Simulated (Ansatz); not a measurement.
Si(NMeEt)2Me2 (C8H22N2Si), 33 atoms. Hardware: 4 threads of Arm Neoverse V1 on a shared host.

Correlated methods freeze 15 core orbitals.

(1) How many basis functions does each of these Ansatz runs have, and roughly what does it cost? MP2/def2-SVP, charge 0 singlet, energy, from earlier orbitals; HF/6-31G, charge 0 singlet, energy; PBE-D4/def2-SVP, charge 0 singlet, relaxation, 7 steps; r2SCAN-D4/def2-SVP, charge 0 triplet at the geometry of the charge 0 singlet, energy, from earlier orbitals; r2SCAN-D4/def2-TZVP, charge 0 singlet, energy, from earlier orbitals; B3LYP-D4/6-31G, charge 0 singlet, energy; revPBE-D4/def2-TZVP, charge 0 singlet, energy and forces, from earlier orbitals; PBE0-D4/def2-SVP, charge 0 triplet at the geometry of the charge 0 singlet, energy; PBE-D4/def2-SVP, charge 1 doublet at the geometry of the charge 0 singlet, energy, from earlier orbitals; revPBE-D4/def2-SVP, charge 1 doublet at the geometry of the charge 0 singlet, energy, from earlier orbitals; PBE-D4/def2-TZVP, charge 0 singlet, energy, from earlier orbitals; PBE0-D4/def2-SVP, charge 0 singlet, energy, from earlier orbitals.

Results:

(1) Other jobs shared the machine, so times can vary by a factor of up to 3. A dash marks memory too small to be measured apart from the calling script's.

```json
{"run": "HF/6-31G, charge 0 singlet, energy", "functions": "147", "fitting or Cholesky vectors": "2124", "wall time": "2.1 s", "peak host memory (GiB)": "–"}
{"run": "B3LYP-D4/6-31G, charge 0 singlet, energy", "functions": "147", "fitting or Cholesky vectors": "2124", "wall time": "4.9 s", "peak host memory (GiB)": "–"}
{"run": "MP2/def2-SVP, charge 0 singlet, energy, from earlier orbitals", "functions": "268", "fitting or Cholesky vectors": "2778", "wall time": "11 s", "peak host memory (GiB)": "1"}
{"run": "PBE0-D4/def2-SVP, charge 0 singlet, energy, from earlier orbitals", "functions": "268", "fitting or Cholesky vectors": "3080", "wall time": "11 s", "peak host memory (GiB)": "1.5"}
{"run": "PBE-D4/def2-TZVP, charge 0 singlet, energy, from earlier orbitals", "functions": "479", "fitting or Cholesky vectors": "2970", "wall time": "13 s", "peak host memory (GiB)": "1.3"}
{"run": "PBE-D4/def2-SVP, charge 1 doublet at the geometry of the charge 0 singlet, energy, from earlier orbitals", "functions": "268", "fitting or Cholesky vectors": "3080", "wall time": "13 s", "peak host memory (GiB)": "–"}
{"run": "revPBE-D4/def2-SVP, charge 1 doublet at the geometry of the charge 0 singlet, energy, from earlier orbitals", "functions": "268", "fitting or Cholesky vectors": "3080", "wall time": "14 s", "peak host memory (GiB)": "–"}
{"run": "revPBE-D4/def2-TZVP, charge 0 singlet, energy and forces, from earlier orbitals", "functions": "479", "fitting or Cholesky vectors": "2970", "wall time": "16 s", "peak host memory (GiB)": "1.3"}
{"run": "r2SCAN-D4/def2-TZVP, charge 0 singlet, energy, from earlier orbitals", "functions": "479", "fitting or Cholesky vectors": "2970", "wall time": "23 s", "peak host memory (GiB)": "1.4"}
{"run": "PBE-D4/def2-SVP, charge 0 singlet, relaxation, 7 steps", "functions": "268", "fitting or Cholesky vectors": "3080", "wall time": "36 s", "peak host memory (GiB)": "–"}
{"run": "r2SCAN-D4/def2-SVP, charge 0 triplet at the geometry of the charge 0 singlet, energy, from earlier orbitals", "functions": "268", "fitting or Cholesky vectors": "3080", "wall time": "37 s", "peak host memory (GiB)": "–"}
{"run": "PBE0-D4/def2-SVP, charge 0 triplet at the geometry of the charge 0 singlet, energy", "functions": "268", "fitting or Cholesky vectors": "3080", "wall time": "73 s", "peak host memory (GiB)": "2.8"}
```
